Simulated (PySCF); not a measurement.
Species: C₂H₉ClFSi₃ (doublet state).
Geometry (GFN2-xTB, Å), atoms numbered from 1 in this order:
```
atom  x, y, z in Å
C1    -2.6743   -0.0579    0.4229
C2    -1.2294    0.1985    0.0486
F3    -0.7851    1.3404    0.7332
Si4   -0.0236   -1.2416    0.4773
Si5    2.0649   -0.2328    0.6666
Si6    2.5019    1.3420   -0.9312
Cl7    3.4836   -1.7246    0.3739
H8    -2.7552   -0.2578    1.4883
H9    -3.2995    0.8011    0.1846
H10   -3.0356   -0.9229   -0.1252
H11   -1.1641    0.4761   -1.0098
H12   -0.2250   -2.2312   -0.5904
H13   -0.5627   -1.8737    1.6914
H14    2.2931    0.0587    2.1004
H15    1.5633    2.4541   -1.0784
H16    3.8400    1.8807   -1.1962
```

The hyperfine couplings belong to this conformer and change with its torsions.

As a line formula: `C[C@@H](F)[SiH2][Si@H]([SiH2])Cl` [radical].

Computed with UKS B3LYP, pcH-1 on C Cl F H Si, non-relativistic, mean-field spin-orbit, GIAO in PySCF 2.14.0. The structure is a single GFN2-xTB conformer in the gas phase; no vibrational or solvent corrections. A GFN2-xTB geometry isn't a minimum of the functional, and hyperfine couplings can be far from their values at a DFT geometry, by a factor of two or more for some ions and for spin on atoms past the first row. No stability test was run, so a lower SCF solution isn't excluded.

Q: The isotropic 29Si couplings are -300.1, -8.4, -1.5 MHz. Assign them to Si4; Si5; Si6.

A: 
```tsv
site	a_iso (MHz)	ρ(0) (bohr⁻³)	position	distance from Si6 (Å)	spin population	largest |T| (MHz)
Si4	-1.5	+0.0017	2 bonds from Si6	3.88	0.00	0.4
Si5	-8.4	+0.0095	1 bond from Si6	2.29	+0.02	7.1
Si6	-300.1	+0.3389	largest spin population	0.00	+0.99	178.8
```

ρ(0) is the spin density at the nucleus and T the dipolar tensor; a_iso includes a spin–orbit part; entries for several nuclei are means. The largest Mulliken spin population is on Si6 (+0.99). The angles at Si6 add up to 348.5°, so it is slightly pyramidal.

β density exceeds α density at some nuclei, such as H15/H16 (-0.0025), spin density in bohr⁻³. In a single determinant that takes different orbitals for the two spins, that is spin polarisation.

Class means assume fast exchange of nuclei equivalent by connectivity; if that motion is slow, each nucleus keeps its own coupling.
